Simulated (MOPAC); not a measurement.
Job for MOPAC: PM3 on H4OSe (a complex), monomers drawn apart or pushed together.

```
PM3 1SCF PRECISE CHARGE=0 THREADS=1
H4OSe

O     -0.03281218 1    -0.38616358 1     0.22298971 1
H      0.71613780 1     0.20229907 1     0.07938891 1
H     -0.79865345 1     0.19173448 1     0.30870595 1
Se     0.56634032 1    -0.15083300 1     3.81727884 1
H      0.52463372 1    -1.54986348 1     3.37963872 1
H      0.82476816 1    -0.53538024 1     5.21565684 1
```

Program output:

```
*******************************************************************************
 **                                                                           **
 **                              MOPAC v23.2.5                                **
 **                                                                           **
 *******************************************************************************
 ** MOPAC's Digital Object Identifier: https://doi.org/10.5281/zenodo.6511958 **
 **                                                                           **
 ** Please cite the open-source release paper for use of this MOPAC version:  **
 ** J. E. Moussa and J. J. P. Stewart (2026)                                  **
 ** MOPAC: An open-source semiempirical molecular orbital program             **
 ** J. Open Source Softw., 11(119), 8025, https://doi.org/10.21105/joss.08025 **
 *******************************************************************************

                              PM3 CALCULATION RESULTS

 *******************************************************************************
 *  PM3        - The PM3 Hamiltonian to be used
 *
 *
 *
 *                 CHARGE ON SYSTEM = 0
 *
 *
 *
 *  PRECISE    - TIGHTER CRITERIA TO BE USED
 *  1SCF       - DO 1 SCF AND THEN STOP
 *  THREADS=1  - MULTI-THREADING NOT USED
 *  T=         - A TIME OF 172800.0 SECONDS REQUESTED
 *  DUMP=N     - RESTART FILE WRITTEN EVERY 7200.0 SECONDS REQUESTED
 *******************************************************************************
PM3 1SCF PRECISE CHARGE=0 THREADS=1
 H4OSe

   ATOM   CHEMICAL          X               Y               Z
  NUMBER   SYMBOL      (ANGSTROMS)     (ANGSTROMS)     (ANGSTROMS)

     1       O         -0.03281218  *  -0.38616358  *   0.22298971  *
     2       H          0.71613780  *   0.20229907  *   0.07938891  *
     3       H         -0.79865345  *   0.19173448  *   0.30870595  *
     4      Se          0.56634032  *  -0.15083300  *   3.81727884  *
     5       H          0.52463372  *  -1.54986348  *   3.37963872  *
     6       H          0.82476816  *  -0.53538024  *   5.21565684  *



          CARTESIAN COORDINATES

    NO.       ATOM           X           Y           Z

     1         O         -0.0328     -0.3862      0.2230
     2         H          0.7161      0.2023      0.0794
     3         H         -0.7987      0.1917      0.3087
     4        Se          0.5663     -0.1508      3.8173
     5         H          0.5246     -1.5499      3.3796
     6         H          0.8248     -0.5354      5.2157

  H: (PM3): J. J. P. STEWART, J. COMP. CHEM. 10, 209 (1989).
  O: (PM3): J. J. P. STEWART, J. COMP. CHEM. 10, 209 (1989).
 Se: (PM3): J. J. P. STEWART, J. COMP. CHEM. 12, 320-341 (1991).

           Empirical Formula: H4 O Se  =     6 atoms



      MOLECULAR POINT GROUP   :   Cs


      RHF CALCULATION, NO. OF DOUBLY OCCUPIED LEVELS = 8


 -------------------------------------------------------------------------------
 PM3 1SCF PRECISE CHARGE=0 THREADS=1
 H4OSe



     1SCF WAS SPECIFIED, SO BFGS WAS NOT USED
     SCF FIELD WAS ACHIEVED


                              PM3 CALCULATION
                                                       MOPAC v23.2.5 Linux




          FINAL HEAT OF FORMATION =        -31.51376 KCAL/MOL =    -131.85355 KJ/MOL


          COSMO AREA              =         99.44 SQUARE ANGSTROMS
          COSMO VOLUME            =         78.21 CUBIC ANGSTROMS

          IONIZATION POTENTIAL    =          9.712808 EV
          HOMO LUMO ENERGIES (EV) =         -9.713 -0.464
          NO. OF FILLED LEVELS    =          8
          MOLECULAR WEIGHT        =         98.9910         POINT GROUP:  Cs

          MOLECULAR DIMENSIONS (Angstroms)

            Atom       Atom       Distance
            H     6    H     3     5.21942
            H     2    H     5     1.78681
            H     2    H     6     1.07296


          SCF CALCULATIONS        =          1





   ATOM   CHEMICAL          X               Y               Z
  NUMBER   SYMBOL      (ANGSTROMS)     (ANGSTROMS)     (ANGSTROMS)

     1       O         -0.03281218  *  -0.38616358  *   0.22298971  *
     2       H          0.71613780  *   0.20229907  *   0.07938891  *
     3       H         -0.79865345  *   0.19173448  *   0.30870595  *
     4      Se          0.56634032  *  -0.15083300  *   3.81727884  *
     5       H          0.52463372  *  -1.54986348  *   3.37963872  *
     6       H          0.82476816  *  -0.53538024  *   5.21565684  *

                             CARTESIAN COORDINATES

   1    O       -0.032812180    -0.386163580     0.222989710
   2    H        0.716137800     0.202299070     0.079388910
   3    H       -0.798653450     0.191734480     0.308705950
   4   Se        0.566340320    -0.150833000     3.817278840
   5    H        0.524633720    -1.549863480     3.379638720
   6    H        0.824768160    -0.535380240     5.215656840


           Empirical Formula: H4 O Se  =     6 atoms



      MOLECULAR POINT GROUP   :   Cs


                  EIGENVALUES
 -36.57787 -20.10611 -17.35172 -14.61765 -14.37579 -12.26023 -11.41690  -9.71281
  -0.46389   0.27837   4.08111   5.22360


              NET ATOMIC CHARGES AND DIPOLE CONTRIBUTIONS

  ATOM NO.   TYPE          CHARGE      No. of ELECS.   s-Pop       p-Pop
    1          O          -0.358746        6.3587     1.77298     4.58577
    2          H           0.179640        0.8204     0.82036
    3          H           0.179565        0.8204     0.82043
    4         Se           0.027219        5.9728     1.87114     4.10164
    5          H          -0.007236        1.0072     1.00724
    6          H          -0.020442        1.0204     1.02044
 DIPOLE           X         Y         Z       TOTAL
 POINT-CHG.    -0.040     1.092    -0.180     1.107
 HYBRID         0.149    -0.577     0.669     0.896
 SUM            0.110     0.515     0.489     0.719


          ATOMIC ORBITAL ELECTRON POPULATIONS

     Atom    s        px        py        pz
    1  O   1.77298   1.20665   1.39947   1.97965
    2  H   0.82036
    3  H   0.82043
    4 Se   1.87114   1.96982   1.07276   1.05906
    5  H   1.00724
    6  H   1.02044

 **********************
 *                    *
 * JOB ENDED NORMALLY *
 *                    *
 **********************




 == MOPAC DONE ==
```

The run finished.

Cost: roughly 0.03 core-seconds.
